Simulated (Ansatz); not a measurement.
`CC(C)[O][Sn][OH]` + `[NH2][Zr]([F])([F])[F]` → `CC(C)[NH][Zr]([F])([F])[F]` + `[OH][Sn][OH]`  (substitution at a C–O bond)

Gas-phase electronic energies from Ansatz, PBE0-D4/def2-TZVP geometries. CCSD(T)/CBS adds triple-zeta CCSD(T) − MP2 to the extrapolated MP2 energy (def2 sets, frozen cores). DFT in def2-TZVPP. B3LYP here is the variant with VWN-RPA as its local correlation; programs differ in this. Elements past krypton have def2 core potentials. For Sn, Zr outer-core shells are correlated without core-valence functions, which leaves a few kJ/mol of doubt a bond. One conformer a species, not always the lowest.

```tsv
level	ΔE (eV)
PBE-D4	-0.23
B3LYP-D4	-0.18
ωB97M-V	-0.24
r2SCAN	-0.24
MP2/def2-TZVPP	-0.35
CCSD/def2-TZVPP	-0.29
HF/def2-QZVPP	-0.14
SCS-MP2/def2-QZVPP	-0.30
```

(1) What does CCSD(T)/CBS give? (Estimate.)

Largest T1 diagnostic among the species: 0.018.

## Answers

(1) Ansatz gave: -0.30 eV. The listed levels differ from it by 0.07, 0.12, 0.06, 0.06, -0.05, 0.01, 0.16, 0.00 eV.

In def2-TZVPP, CCSD(T) changes the Hartree–Fock value by −0.16 eV (the triples alone add −0.01 eV) and MP2 by −0.20 eV.
